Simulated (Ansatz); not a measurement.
Stepwise reaction of `[NH2][Ga]([SH])[SH]` with hydrogen chloride, as a gas-phase model of exchange steps in deposition or etching. ΔE in kJ/mol; ΔG adds harmonic PBE0-D4 terms to CCSD(T)/CBS, at 1 bar.

Computed with Ansatz on PBE0-D4/def2-TZVP structures; ΔE is electronic, products minus reactants. CCSD(T)/CBS adds triple-zeta CCSD(T) − MP2 to the extrapolated MP2 energy (def2 sets, frozen cores). This one scheme is used for every species. DFT in def2-TZVPP. B3LYP here is the variant with VWN-RPA as its local correlation; programs differ in this. For Ga outer-core shells are correlated without core-valence functions, which leaves a few kJ/mol of doubt a bond. Scalar relativity is left out up to krypton. One conformer a species, not always the lowest.

```csv
step,reaction,PBE-D4,B3LYP-D4,ωB97M-V,CCSD(T)/CBS,ΔG(600 K)
1,`[NH2][Ga]([SH])[SH]` + HCl → `[NH2][Ga]([SH])[Cl]` + H₂S,-28.4,-33.4,-34.9,-31.0,-31.7
```

Give the row of step 2, `[NH2][Ga]([SH])[Cl]` + HCl → `[NH2][Ga]([Cl])[Cl]` + H₂S. (Best estimate.)

The calculation gave: 
```tsv
step	reaction	PBE-D4	B3LYP-D4	ωB97M-V	CCSD(T)/CBS	ΔG(600 K)
2	`[NH2][Ga]([SH])[Cl]` + HCl → `[NH2][Ga]([Cl])[Cl]` + H₂S	-20.5	-25.9	-27.2	-24.0	-28.4
```

By hand: ΔE of the 2 steps together at CCSD(T)/CBS.

(-31.0) + (-24.0) = -55.0 kJ/mol, or -27.5 kJ/mol a step.

In ΔE each step is higher than the one before. All are downhill at CCSD(T)/CBS. ΔG lies between -31.7 and -28.4 kJ/mol a step. PBE-D4 differs from CCSD(T)/CBS by 2.6 to 3.5 kJ/mol a step. Isolated molecules leave out the surface, adducts and barriers. Largest T1 diagnostic: 0.012.
